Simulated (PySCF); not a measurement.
**C₆ coefficients of unlike pairs at BP86**

Calculated with PySCF 2.14 from the dipole response of each species, C₆(A,B) = (3/π) ∫ α_A(iu) α_B(iu) du, in atomic units, from isotropic polarisabilities. For ions this is the dispersion term alone; charge-induced terms of lower order in 1/R come first.

| species | configuration | basis | relativity | α (bohr³) | C₆ (like pair) |
| --- | --- | --- | --- | --- | --- |
| Cr⁺ | [Ar] 3d5 (6S) | aug-cc-pwCVTZ-DK with one added diffuse shell each of s, p, d, f, g type (11s10p8d5f4g) | spin-free X2C | 15.14 | 57.70 |
| P³⁺ | [Ne] 3s2 (1S) | dyall-acv3z (19s12p6d4f) | spin-free X2C | 6.563 | 16.43 |
| I³⁺ | [Kr] 4d10 5s2 5p2 (3P) | aug-cc-pVTZ-PP with ECP28MDF (6s5p4d2f) | core potential | 9.976 | 53.15 |
| Mg²⁺ | [Ne] (1S) | aug-cc-pCVDZ (6s5p3d) | none | 0.2730 | 0.2200 |

Estimate C₆ for Mg²⁺ with I³⁺.

The integral gives 2.532. The combination rule 2 C_A C_B / (C_A α_B/α_A + C_B α_A/α_B) gives 2.464 and the geometric mean 3.420.

No spin-orbit coupling is included.

The other pairs:

```csv
pair,C₆
"P³⁺, Cr⁺",30.40
"I³⁺, P³⁺",29.13
"Mg²⁺, Cr⁺",2.462
"I³⁺, Cr⁺",53.88
"Mg²⁺, P³⁺",1.263
```
